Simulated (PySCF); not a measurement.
**Splitting trees**

Atom-mapped SMILES (the numbers label the heavy atoms): `[BH3-:1][N+:2]#[C:3][CH2:4][CH3:5]`; H(Xn) means a hydrogen on atom n.

One conformer, relativity neglected, in vacuum, averaged over atoms made equivalent by symmetry, fast rotation or ring inversion. Coordinates at the PBE0-D3(BJ)/def2-SVP level; shielding tensors at PBE0/pcSseg-1 (GIAO); J couplings at B3LYP/pcJ-1 (spin–dipole term only in couplings to heteroatoms); PySCF 2.14.0 with density-fitted response routines.

Chemical shifts δ = σref − σ; TMS for $^{1}$H (σref 31.27) and $^{13}$C (σref 184.41), all at this level.

Spectrometer: 400 MHz for $^{1}$H. First-order analysis; couplings under 1 Hz (under 4 Hz in carbon signals) are ignored, and nearly equal couplings are merged; the smaller ones broaden or split the lines further.

**Question.** What pattern does H(C5) show ($^{1}$H)?

**Answer.** A triplet at δ 1.32: 8.7 Hz to H(C4) (2 × $^{1}$H, 3 bonds away). Lines in Hz from the centre (relative intensity): +8.7 (1), +0.0 (2), -8.7 (1). The outer lines are 17.4 Hz apart, the sum of the couplings kept, or 0.043 ppm at this field.

**Question.** What pattern does C5 show in the proton-coupled $^{13}$C spectrum?

**Answer.** A quartet of triplets at δ 11.4: 138.8 Hz to H(C5) (3 × $^{1}$H, 1 bond away), 4.9 Hz to H(C4) (2 × $^{1}$H, 2 bonds away). Lines in Hz from the centre (relative intensity): +213.1 (1), +208.2 (2), +203.3 (1), +74.3 (3), +69.4 (6), +64.5 (3), -64.5 (3), -69.4 (6), -74.3 (3), -203.3 (1), -208.2 (2), -213.1 (1). The outer lines are 426.2 Hz apart, the sum of the couplings kept, or 4.237 ppm at this field.

**Question.** What pattern does H(C4) show ($^{1}$H)?

**Answer.** A quartet of quartets at δ 2.39: 8.7 Hz to H(C5) (3 × $^{1}$H, 3 bonds away), 5.5 Hz to H(B1) (3 × $^{1}$H, 5 bonds away). Lines in Hz from the centre (relative intensity): +21.3 (1), +15.8 (3), +12.6 (3), +10.3 (3), +7.1 (9), +4.8 (1), +3.9 (3), +1.6 (9), -1.6 (9), -3.9 (3), -4.8 (1), -7.1 (9), -10.3 (3), -12.6 (3), -15.8 (3), -21.3 (1). The outer lines are 42.6 Hz apart, the sum of the couplings kept, or 0.106 ppm at this field.

**Question.** What pattern does C3 show in the proton-coupled $^{13}$C spectrum?

**Answer.** A triplet of septets at δ 117.1: 11.1 Hz to H(C4) (2 × $^{1}$H, 2 bonds away), 8.0 Hz to H(B1) and H(C5) (6 × $^{1}$H, 3 bonds away). Lines in Hz from the centre (relative intensity): +35.1 (1), +27.1 (6), +24.0 (2), +19.1 (15), +16.0 (12), +12.9 (1), +11.1 (20), +8.0 (30), +4.9 (6), +3.1 (15), +0.0 (40), -3.1 (15), -4.9 (6), -8.0 (30), -11.1 (20), -12.9 (1), -16.0 (12), -19.1 (15), -24.0 (2), -27.1 (6), -35.1 (1). The outer lines are 70.2 Hz apart, the sum of the couplings kept, or 0.698 ppm at this field.

Hydrogens on boron are broadened and split by $^{11}$B (spin 3/2, 80 %) and 10B (spin 3). Unscaled 3J(H,H) at this level run about 10 % above measured values.
